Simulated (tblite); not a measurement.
C3H9O2Si (doublet state).
Numbering: `[CH3:1][CH:2][Si@H:3]([OH:4])[O:5][CH3:6]` (hydrogens: H7, H8, H9 on C1; H10 on C2; H11 on Si3; H12 on O4; H13, H14, H15 on C6)

Computed with GFN2-xTB (tblite), gas phase: L-BFGS steps from a force-field or distance-geometry start until the largest atomic force falls under 0.01 eV/Å.

Step 25: E = -568.2090 eV
```
atom  x, y, z in Å  |  force x, y, z in eV/Å
C1     -2.6481    0.1532    0.1870   -0.041  -0.015   0.032
C2     -1.2825    0.6724   -0.0408   -0.011  -0.086  -0.080
Si3     0.1723   -0.4548   -0.2334    0.074  -0.040   0.056
O4     -0.2650   -1.8495    0.4853   -0.071  -0.015   0.040
O5      1.5151    0.0408    0.5548    0.056  -0.017  -0.054
C6      2.7063    0.6034    0.1079    0.007   0.027   0.008
H7     -2.9183   -0.6113   -0.5459    0.100   0.035  -0.044
H8     -2.6926   -0.3594    1.1508   -0.008   0.028   0.016
H9     -3.3974    0.9408    0.1614   -0.020   0.003   0.045
H10    -1.2053    1.7261   -0.2482    0.038   0.099   0.009
H11     0.5075   -0.7278   -1.6394    0.027  -0.024  -0.030
H12     0.3837   -2.3872    0.9315    0.016   0.028  -0.033
H13     3.0511    0.1387   -0.8211   -0.066  -0.006   0.027
H14     3.4582    0.4425    0.8835    0.019   0.004  -0.009
H15     2.6106    1.6801   -0.0638   -0.120  -0.023   0.016
```

Step 26: E = -568.2118 eV
```
atom  x, y, z in Å  |  force x, y, z in eV/Å
C1     -2.6489    0.1537    0.1845   -0.003   0.002   0.025
C2     -1.2849    0.6739   -0.0475    0.058  -0.097  -0.038
Si3     0.1705   -0.4561   -0.2261    0.090  -0.060  -0.031
O4     -0.2687   -1.8469    0.4991   -0.085   0.008   0.025
O5      1.5252    0.0213    0.5523    0.034  -0.008  -0.046
C6      2.7065    0.6036    0.1056    0.004   0.024   0.031
H7     -2.9156   -0.6090   -0.5501    0.071   0.013  -0.040
H8     -2.6870   -0.3573    1.1488   -0.024   0.006   0.019
H9     -3.3974    0.9406    0.1613   -0.050   0.020   0.040
H10    -1.2037    1.7284   -0.2470    0.029   0.105   0.000
H11     0.5016   -0.7235   -1.6385    0.010  -0.033   0.028
H12     0.3809   -2.3954    0.9307    0.021   0.036  -0.036
H13     3.0606    0.1470   -0.8228   -0.083  -0.017  -0.011
H14     3.4593    0.4485    0.8796    0.056   0.009   0.030
H15     2.5974    1.6792   -0.0604   -0.129  -0.008   0.006
```

**Question.** Estimate the geometry and energy of step 27. (The exact step hangs on the optimiser's Hessian estimate; all steps are aligned on step 26, rigid shifts and turns removed.)

**Answer.** E = -568.2142 eV, largest force 0.139 eV/Å
```
atom  x, y, z in Å  |  force x, y, z in eV/Å
C1     -2.6491    0.1540    0.1824    0.038   0.017   0.010
C2     -1.2859    0.6737   -0.0560    0.098  -0.019   0.004
Si3     0.1706   -0.4584   -0.2198    0.074  -0.063  -0.099
O4     -0.2737   -1.8446    0.5119   -0.061   0.021   0.018
O5      1.5345    0.0044    0.5504    0.005  -0.012  -0.022
C6      2.7066    0.6043    0.1044   -0.001   0.008   0.035
H7     -2.9127   -0.6070   -0.5545    0.042  -0.004  -0.024
H8     -2.6817   -0.3553    1.1476   -0.034  -0.009   0.008
H9     -3.3975    0.9404    0.1619   -0.060   0.026   0.033
H10    -1.2013    1.7323   -0.2449    0.020   0.025   0.003
H11     0.4968   -0.7199   -1.6374    0.005  -0.047   0.065
H12     0.3789   -2.4015    0.9290    0.006   0.046  -0.044
H13     3.0657    0.1533   -0.8243   -0.083  -0.012  -0.036
H14     3.4616    0.4540    0.8763    0.072   0.021   0.049
H15     2.5828    1.6783   -0.0574   -0.120   0.002  -0.001
```

The energy changes by -0.0024 eV. The first-order estimate −F·Δx gives -0.0034 eV and the mean of the old and new forces, exact on a quadratic surface, -0.0024 eV. The step makes an angle of 72° with the force vector and moves no atom by more than 0.019 Å.

What follows is the cost of the whole relaxation. Hardware: one thread of an Arm Neoverse V1 (shared host). Cost: 0.89 s wall.
